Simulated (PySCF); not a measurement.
# Basis and Hamiltonian dependence of the ionisation energy of Ca²⁺

Ca²⁺ [Ar] (1S) → Ca³⁺ [Ne] 3s2 3p5 (2P). Calculated with PySCF 2.14 from differences of total energies of unrestricted determinants, without spin-orbit coupling. Values in eV.

| basis | Hamiltonian | functions | UHF | LDA | PBE0 | MP2 (valence) | CCSD(T) (valence) |
| --- | --- | --- | --- | --- | --- | --- | --- |
| x2c-SVPall | spin-free X2C | 24 | 50.773 | n/a | 52.084 | 51.626 | 51.670 |
| def2-SVP | non-relativistic | 24 | 50.769 | n/a | n/a | 51.624 | 51.668 |
| Sapporo-DKH3-DZP-2012 | spin-free X2C | 26 | 49.753 | 51.133 | n/a | 51.054 | 51.011 |
| cc-pVDZ-X2C | spin-free X2C | 27 | 50.605 | 52.043 | n/a | 51.277 | 51.328 |
| 6-31G* | non-relativistic | 32 | 50.451 | n/a | n/a | 51.538 | 51.533 |
| pcseg-2 | non-relativistic | 33 | 49.696 | 51.166 | n/a | 50.875 | 50.867 |
| aug-cc-pVDZ-X2C | spin-free X2C | 36 | 50.586 | 52.026 | 51.874 | 51.280 | 51.332 |
| x2c-TZVPall | spin-free X2C | 36 | 49.752 | 51.139 | 50.946 | 50.972 | 50.959 |

Frozen in the all-electron rows: valence: [Ne] 3s2.

At CCSD(T) (valence), x2c-SVPall, Sapporo-DKH3-DZP-2012, pcseg-2, x2c-TZVPall lie more than 0.3 eV from the median of the rows with comparable relativity. Sets contracted for the neutral atom can be stiff in a shell that they treat as core.

Non-relativistic rows lack the scalar-relativistic shift.

Between the lowest levels the reference is 50.913 eV (measured; NIST Atomic Spectra Database, ionization energies); it includes spin-orbit coupling, which these numbers lack.
